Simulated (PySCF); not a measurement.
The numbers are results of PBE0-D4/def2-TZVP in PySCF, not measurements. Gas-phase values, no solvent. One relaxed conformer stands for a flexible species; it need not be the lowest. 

Reference species (SMILES): `[SiH3]Cl` (neutral, multiplicity 1).

```
Item                       Value
----------------------  --------
HOMO                    -9.03 eV
HOMO–LUMO gap            8.95 eV
S1 oscillator strength     0.008
```

Changed species: `CC[SiH2]Cl` (C–C–Si–Cl torsion 61°) (X = ethyl; the reference has X = H).

What does the change do to the HOMO, HOMO–LUMO gap and S1 oscillator strength?

the HOMO rises by 0.57 eV, to -8.46 eV; the HOMO–LUMO gap falls by 0.04 eV, to 8.91 eV; the S1 oscillator strength is nearly the same.
